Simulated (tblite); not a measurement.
C4H8O2Se.
SMILES with atom numbers: `[CH3:1][C@@H:2]([CH2:3][SeH:4])[C:5](=[O:6])[OH:7]` (hydrogens: H8, H9, H10 on C1; H11 on C2; H12, H13 on C3; H14 on Se4; H15 on O7)

Computed with GFN2-xTB (tblite), gas phase: L-BFGS steps from a force-field or distance-geometry start until the largest atomic force falls under 0.01 eV/Å.

Geometry at step 150:
```
atom  x, y, z in Å
C1     -0.6284    1.6636   -0.3139
C2     -0.1529    0.2150   -0.4262
C3      1.1420   -0.0049    0.3399
Se4     1.8150   -1.8526    0.1133
C5     -1.2607   -0.7217    0.0180
O6     -2.4216   -0.6000   -0.2680
O7     -0.8077   -1.7331    0.7744
H8     -0.7710    1.9329    0.7305
H9      0.1038    2.3328   -0.7559
H10    -1.5744    1.7805   -0.8356
H11     0.0147   -0.0211   -1.4851
H12     1.9149    0.6684   -0.0268
H13     0.9929    0.1549    1.4078
H14     3.1489   -1.4601   -0.3062
H15    -1.5201   -2.3467    1.0117
```

**Question.** What forces act on the atoms?

**Answer.** 
```
atom  Fx (eV/Å)  Fy (eV/Å)  Fz (eV/Å)
  C1     -0.012     -0.024     -0.013
  C2     -0.032     -0.043     -0.009
  C3     -0.031     -0.024     -0.022
 Se4      0.015      0.015      0.011
  C5     -0.106     -0.019      0.077
  O6      0.198     -0.044      0.047
  O7     -0.067      0.076     -0.111
  H8      0.006      0.022     -0.012
  H9      0.012      0.038      0.007
 H10     -0.011     -0.006      0.017
 H11      0.003      0.012     -0.025
 H12      0.018      0.003      0.005
 H13      0.007      0.010      0.023
 H14     -0.001     -0.015      0.005
 H15      0.000      0.002      0.001
```

The largest, 0.21 eV/Å, acts on O6; the rms over all components is 0.046 eV/Å. The forces sum to zero within rounding, as they must for an isolated molecule in no field.

**Question.** Give the force on O6 in Eh/bohr and in nN.

**Answer.** 0.208 eV/Å ÷ 51.422 = 0.00405 Eh/bohr, and 0.208 eV/Å × 1.602 = 0.33 nN.

**Question.** How far is this geometry from the end of the optimisation?

**Answer.** 0.013 eV above it, and 0.427 Å rms away after alignment. The bonds farthest from their final lengths, with half the difference of the two atoms' forces along the bond (positive lengthens):

```json
{"bond": "C2–C3", "now (Å)": "1.521", "final (Å)": "1.527", "force along bond (eV/Å)": "0.00"}
{"bond": "C1–C2", "now (Å)": "1.529", "final (Å)": "1.524", "force along bond (eV/Å)": "+0.01"}
{"bond": "C5=O6", "now (Å)": "1.202", "final (Å)": "1.198", "force along bond (eV/Å)": "-0.14"}
{"bond": "C3–H13", "now (Å)": "1.090", "final (Å)": "1.092", "force along bond (eV/Å)": "+0.02"}
{"bond": "C2–C5", "now (Å)": "1.517", "final (Å)": "1.515", "force along bond (eV/Å)": "+0.03"}
{"bond": "C3–Se4", "now (Å)": "1.979", "final (Å)": "1.981", "force along bond (eV/Å)": "-0.01"}
```

The angle farthest from its final value is C3–C2–C5, 112.6° against 109.0°.

Run on one thread of an Arm Neoverse N1, shared host.
